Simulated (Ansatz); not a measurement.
`[SiH3][O][Ge][Cl]` → `[OH][Ge][Cl]` + `[SiH2]` at 298.15 K and 1 bar (silylene loss).

Program: Ansatz. Geometries: PBE0-D4/def2-TZVP. ΔE: electronic, gas phase. CCSD(T)/CBS is the MP2 limit (def2-TZVPP, def2-QZVPP) plus CCSD(T) − MP2 in def2-TZVPP, frozen cores. This one scheme is used for every species. For Ge outer-core shells are correlated without core-valence functions, which leaves a few kJ/mol of doubt a bond. Scalar relativity is left out up to krypton. One conformer a species, not always the lowest.

```json
{"species": "`[SiH3][O][Ge][Cl]`", "CCSD(T)/CBS energy (Eh)": "-2902.05095", "H − E (kJ/mol)": "99.8", "S (J/(mol·K))": "352.4"}
{"species": "`[OH][Ge][Cl]`", "CCSD(T)/CBS energy (Eh)": "-2611.73425", "H − E (kJ/mol)": "51.9", "S (J/(mol·K))": "292.7"}
{"species": "`[SiH2]`", "CCSD(T)/CBS energy (Eh)": "-290.19011", "H − E (kJ/mol)": "40.6", "S (J/(mol·K))": "207.5"}
```

H − E and S are ideal-gas, rigid-rotor, harmonic terms from PBE0-D4/def2-TZVP, for one conformer and one mirror image of each species. 1 Eh = 2625.50 kJ/mol, R = 8.31446 J/(mol·K).

Q: By hand: ΔE, ΔH, ΔS and ΔG.

A: ΔE = (-2611.73425) + (-290.19011) − (-2902.05095) = 0.12659 Eh = 332.4 kJ/mol. Δ(H − E) = 51.9 + 40.6 − 99.8 = -7.3, so ΔH = 325.1 kJ/mol. ΔS = 292.7 + 207.5 − 352.4 = 147.8 J/(mol·K). ΔG = 325.1 − 298.15 × (147.8)/1000 = 281.0 kJ/mol.

Q: By hand: the equilibrium constant, and the temperature at which ΔG would vanish if ΔH and ΔS stayed fixed.

A: log₁₀ K = −ΔG/(RT ln 10) = -49.2. ΔG = 0 at ΔH/ΔS = 2200 K.

The number of gas molecules changes by +1, which sets the sign of ΔS. A doubt of 5 kJ/mol in ΔE shifts log₁₀ K by 0.9 here. Other conformers and mirror images would add mixing entropy, several J/(mol·K) or more a flexible species. These are equilibria of isolated gas molecules and say nothing of rates. Largest T1 diagnostic: 0.014 (customary marks: 0.02 for closed shells, 0.045 for open ones).
